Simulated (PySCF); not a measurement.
F (fluorine, neutral) across methods

[He] 2s2 2p5, 2P determinant. Computed with PySCF 2.14 in x2c-TZVPPall (5s3p2d1f, 31 functions), with the spin-free X2C one-electron Hamiltonian (Gaussian nucleus).

```tsv
method	E (hartree)	mean ε 2s β (eV)	mean ε 2p α (eV)	mean ε 2p β (eV)	Σ⟨r²⟩ (bohr²)	⟨S²⟩
B97-3	-99.8290	-32.095	-14.304	-12.607	10.38	0.752
LDA	-99.1937	-28.493	-11.915	-10.215	10.60	0.751
PBE0	-99.7646	-31.733	-14.180	-12.447	10.40	0.752
BHandHLYP	-99.8329	-34.891	-16.641	-14.793	10.34	0.752
r2SCAN	-99.8157	-29.530	-12.400	-10.666	10.38	0.752
HSE06	-99.7745	-31.282	-13.762	-12.054	10.40	0.752
wB97M-V	-99.8324	-34.574	-16.687	-15.018	10.47	0.752
PBE	-99.7581	-28.510	-11.695	-10.126	10.52	0.751
UHF	-99.49886	-40.241	-20.883	-18.455	10.19	0.754
```
